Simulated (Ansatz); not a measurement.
CH₇Si₂ (SMILES [SiH3][CH][SiH3]), doublet, at a GFN2-xTB geometry; HF/pc-2 (Ansatz, a quantum-chemistry and plane-wave program).

Input for Ansatz:
Ansatz 0.2 input:
```yaml
crystal:
  periodic: [false, false, false]
  atoms:
    - {symbol: Si, position_ang: [1.65763983, 0.18314501, 0.25440143]}
    - {symbol: C, position_ang: [0.06382217, -0.17599833, -0.63345436]}
    - {symbol: Si, position_ang: [-1.68326469, -0.11248097, -0.00006696]}
    - {symbol: H, position_ang: [2.54936727, -0.98178806, 0.16588454]}
    - {symbol: H, position_ang: [2.33758802, 1.32021749, -0.38281448]}
    - {symbol: H, position_ang: [1.39028229, 0.49486312, 1.65803440]}
    - {symbol: H, position_ang: [0.16857909, -0.46487978, -1.67319845]}
    - {symbol: H, position_ang: [-2.29097586, -1.44875685, -0.07982525]}
    - {symbol: H, position_ang: [-2.48195771, 0.79589703, -0.83494478]}
    - {symbol: H, position_ang: [-1.69706811, 0.35114051, 1.38690757]}
basis:
  gaussian:
    orbitals: pc-2.json
hamiltonian:
  xc: hf
magnetization: {spin_polarized: true, initial_magnetization: 1}
```
The basis file holds pc-2 in the JSON format of the Basis Set Exchange.

Q: Predict the main parts of the log of this Ansatz run.

A: 
```
Functional definition: HF
1267 factors; their error is unknown
mean field evaluation 1: about -16862.1481 eV, gradient 1.8e1 eV
mean field evaluation 2: about -16864.5944 eV, gradient 7.7e0 eV
mean field evaluation 4: about -16865.1260 eV, gradient 5.5e-1 eV
mean field evaluation 8: about -16865.6491 eV, gradient 2.7e-1 eV
mean field -16865.64940620 eV, -619.8011837302 hartree, gradient 2.6e-5 eV, S^2 0.760811; 0 other end points of the search recorded, 0 dependent functions left out
reference -16865.64940620 eV, -619.8011837302 hartree; 21, 20 occupied and 175, 176 virtual orbitals, 1267 factors
Total energy: -16865.64940620 eV, -619.8011837302 hartree
```
